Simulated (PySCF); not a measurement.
CH5AlO2Se, SMILES [Al]([SeH])([OH])[O]C.

Coordinates come from a r2SCAN-D4/def2-SVP optimisation. One conformer was computed; it need not be the lowest.

Two levels are set side by side: PBE/def2-TZVP (PySCF) and M06-2X/def2-TZVP (PySCF). Same geometry, gas phase. Differences are taken from unrounded values.

| quantity | PBE |
|---|---|
| orbital gap (eV) | 4.64 |
| highest occupied level (eV) | -5.98 |
| lowest empty level (eV) | -1.34 |
| dipole moment (D) | 2.48 |
| mean polarisability (bohr³) | 72.7 |

Q: These are the PBE values. What does M06-2X give? (The exact figures need the calculation; the answer reports its results.)

A: 
```tsv
quantity	M06-2X	PBE minus M06-2X
orbital gap (eV)	8.32	-3.68
highest occupied level (eV)	-8.23	2.25
lowest empty level (eV)	0.09	-1.43
dipole moment (D)	2.76	-0.28
mean polarisability (bohr³)	67.6	5.1
```

PBE's occupied levels lie high since its potential decays too fast outside the molecule; exact exchange lowers them and widens the gap. PBE's more diffuse valence density responds more strongly to a field. Differences between two approximate levels are no errors against the true value.

Rough cost on one machine, each run with all the roots and properties that it gave: M06-2X against PBE about 3 times.
